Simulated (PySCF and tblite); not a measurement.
C8H13ClO, numbered as in [CH3:1][O:2][C@@H:3]1[CH2:4][C@H:5]2[CH2:6][CH2:7][C@@H:8]1[C@@H:9]2[Cl:10]. Level: PBE0-D3(BJ)/6-31G*//GFN2-xTB, thermal terms from GFN2-xTB, symmetry numbers and mirror pairs counted. Conformers within 2.5 kcal/mol (GFN2-xTB free energy) were kept, 6 at most. GIAO shieldings: PBE0/6-31G*. Shifts are against TMS (¹H), TMS (¹³C) at the same level. Codes: tblite and PySCF.

Torsions listed: C1–O2–C3–C4. The 5-ring runs over atoms 3–4–5–9–8. The 5-ring runs over atoms 5–6–7–8–9.

Two conformers hold nearly all the population. I: 5-ring envelope (ring torsions 35, -57, 58, -37, 1°); 5-ring envelope (ring torsions 2, 33, -53, 54, -35°); -167°; δ(C8) = 44.83 ppm. II: 5-ring envelope (ring torsions 36, -58, 58, -36, 0°); 5-ring envelope (ring torsions 0, 34, -54, 54, -35°); -80°; δ(C8) = 50.21 ppm. The average over the ensemble at 298.15 K is 46.21 ppm.

Problem. What populations and free-energy difference follow from a two-state model?

Solution. p(I) = (46.21 − 50.21)/(44.83 − 50.21) = 0.74, so K = p(II)/p(I) = 0.35 and G(II) − G(I) = −RT ln K = 0.63 kcal/mol. The weights computed directly are 74.3 % and 25.7 %.
